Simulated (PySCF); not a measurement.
trans-1,3,3,3-tetrafluoropropene cation (C3H2F4), SMILES F/C=C/C(F)(F)F (connectivity only; charge and spin as stated), charge +1, multiplicity 2. Atoms are numbered in the order given.

```xyz
9

F      0.1821     2.8187     0.0000
C     -0.3159     1.6427     0.0000
C      0.5537     0.5222     0.0000
C      0.0121    -0.8981     0.0000
F      0.4753    -1.5023    -1.0977
F      0.4753    -1.5023     1.0977
F     -1.3245    -0.9085     0.0000
H     -1.4242     1.5821     0.0000
H      1.6515     0.6659     0.0000
```
Charge +1, spin multiplicity 2.

Coordinates come from a PBE-D3(BJ)/def2-SVP optimisation. The spin state was assumed, not searched.

Level of theory: B3LYP/pcH-1 in PySCF.

Unrestricted Kohn–Sham, ⟨S²⟩ = 0.752. Hyperfine tensors hold the contact and dipolar terms, without spin-orbit corrections.

Computed hyperfine couplings:
```json
[
 {"nucleus": "19F no. 1", "A(iso) (MHz)": "106.5", "A(iso) (G)": "38.0", "dipolar principal values (MHz)": "-265.5, -263.3, 528.8"},
 {"nucleus": "13C no. 2", "A(iso) (MHz)": "8.7", "A(iso) (G)": "3.1", "dipolar principal values (MHz)": "-30.5, -26.2, 56.7"},
 {"nucleus": "13C no. 3", "A(iso) (MHz)": "47.7", "A(iso) (G)": "17.0", "dipolar principal values (MHz)": "-51.7, -49.8, 101.5"},
 {"nucleus": "13C no. 4", "A(iso) (MHz)": "-21.8", "A(iso) (G)": "-7.8", "dipolar principal values (MHz)": "-1.0, -0.3, 1.3"},
 {"nucleus": "19F no. 5", "A(iso) (MHz)": "20.8", "A(iso) (G)": "7.4", "dipolar principal values (MHz)": "-57.7, -57.0, 114.8"},
 {"nucleus": "19F no. 6", "A(iso) (MHz)": "20.8", "A(iso) (G)": "7.4", "dipolar principal values (MHz)": "-57.7, -57.0, 114.8"},
 {"nucleus": "19F no. 7", "A(iso) (MHz)": "-2.2", "A(iso) (G)": "-0.8", "dipolar principal values (MHz)": "-14.7, -10.9, 25.5"},
 {"nucleus": "1H no. 8", "A(iso) (MHz)": "-27.8", "A(iso) (G)": "-9.9", "dipolar principal values (MHz)": "-13.5, -5.5, 19.0"},
 {"nucleus": "1H no. 9", "A(iso) (MHz)": "-42.1", "A(iso) (G)": "-15.0", "dipolar principal values (MHz)": "-21.7, -5.5, 27.2"}
]
```
